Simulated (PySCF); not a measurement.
# Nickel: highly charged ions in a basis for the neutral atom

Ni(12+) [Ne] 3s2 3p4, Ni(13+) [Ne] 3s2 3p3. Computed with PySCF 2.14 in x2c-SVPall (5s3p3d1f, 36 functions), with the spin-free X2C one-electron Hamiltonian (Gaussian nucleus). No spin-orbit coupling, so a gap to NIST mixes the basis error with missing relativistic terms.

Changed run: basis of the neutral atom used for a highly charged ion. This setting is unsound on purpose.

| species | method | sound run (hartree) | changed run (hartree) | converged |
| --- | --- | --- | --- | --- |
| Ni(12+) | UHF | not run | -1455.36025 | yes |
| Ni(12+) | TPSS | not run | -1456.11417 | yes |
| Ni(12+) | PBE0 | not run | -1455.84068 | yes |
| Ni(13+) | UHF | not run | -1441.25651 | yes |
| Ni(13+) | TPSS | not run | -1441.93497 | yes |
| Ni(13+) | PBE0 | not run | -1441.66764 | yes |

Ionisation energy of Ni(12+):

| method | changed run (eV) | NIST (eV) |
| --- | --- | --- |
| UHF | 383.78 | 384.5 ± 0.5 |
| TPSS | 385.84 | 384.5 ± 0.5 |
| PBE0 | 385.67 | 384.5 ± 0.5 |

The contracted functions were made for the neutral atom and can be too rigid for a highly charged ion.
